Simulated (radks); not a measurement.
Q: The mean radii <r> (bohr) of the occupied orbitals of an atom or ion are listed with their occupations. Method: scalar-relativistic Kohn-Sham, SCAN, spin-unpolarised, spherical densities, finite nucleus; meta-GGA in the generalised Kohn-Sham scheme; Fermi nuclear charge, rms radius of each element as measured or else 0.836 A^(1/3) + 0.57 fm; computed with a radial shooting solver on a logarithmic mesh with Libxc functionals.

orbital  occ.      <r>
1s          2  0.03707
2s          2   0.1625
2p          6   0.1417
3s          2   0.4572
3p          6   0.4613
3d         10   0.4522
4s          2    1.195
4p          6    1.324
5s          1    2.907

Name the element and its charge.

A: Z = 40, zirconium, charge +3: Zr3+ in [Kr] 5s1. The 1s radius gives Z: for a bare nucleus <r> = (2 gamma + 1)/(2Z) with gamma = sqrt(1 - (Z/c)^2), 0.03641 bohr for Z = 40, and screening makes it slightly larger (0.03707 here). The occupations add up to 37, and the charge is Z minus that.
